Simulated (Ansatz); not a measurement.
Geometry optimisation, UKS PBE/def2-SVP in Ansatz 0.2.0.

The input (input.yaml):

```yaml
crystal:
  periodic: [false, false, false]
  atoms:
    - { symbol: H, position_ang: [-0.263892, 0.508542, 1.851449] }
    - { symbol: "N", position_ang: [0.306096, -0.778799, 0.013597] }
    - { symbol: Si, position_ang: [0.1384, -0.367477, -1.707103] }
    - { symbol: C, position_ang: [-0.552232, 1.138349, 2.688664] }
    - { symbol: "N", position_ang: [-0.858853, 1.824289, 3.58461] }
    - { symbol: H, position_ang: [0.85525, -1.652032, 0.147659] }
    - { symbol: H, position_ang: [-0.136564, -1.563014, -2.585845] }
    - { symbol: H, position_ang: [1.458705, 0.236571, -2.133528] }
    - { symbol: H, position_ang: [-0.947009, 0.653472, -1.859404] }
magnetization:
  spin_polarized: true
  initial_magnetization: 1
basis:
  gaussian: { orbitals: def2-SVP }
hamiltonian:
  xc: pbe
relax:
  f_tol: 0.03
  max_steps: 50
```

Launched with:

```bash
$ ansatz run input.yaml --threads 2 --pin off --max-ram 3072MiB --backend cpu --events-out ev --progress --plain --runs-dir out
```

Where does it end, and by what steps?

It converged. After 4 steps the energy has fallen by 0.037 eV; H1 moved furthest, 0.19 Å.

```tsv
step	energy less start (eV)	largest force component (eV/Å)	accepted
0	0.0000	0.420	yes
1	-0.0320	0.328	yes
2	0.0272	0.992	no
3	-0.0370	0.098	yes
4	-0.0374	0.022	yes
```

```xyz
9
Properties=species:S:1:pos:R:3
H -0.240 0.424 1.686
N 0.285 -0.671 0.085
Si 0.125 -0.334 -1.653
C -0.517 1.052 2.558
N -0.807 1.720 3.473
H 0.804 -1.553 0.266
H -0.147 -1.568 -2.476
H 1.453 0.245 -2.087
H -0.955 0.685 -1.852
```

Whether the end is a true minimum wasn't checked by a vibrational analysis.

The run took 15 s on 2 threads of Intel(R) Xeon(R) Platinum 8259CL CPU @ 2.50GHz (Skylake/Cascade Lake), on a shared host, peak memory 0.17 GiB.
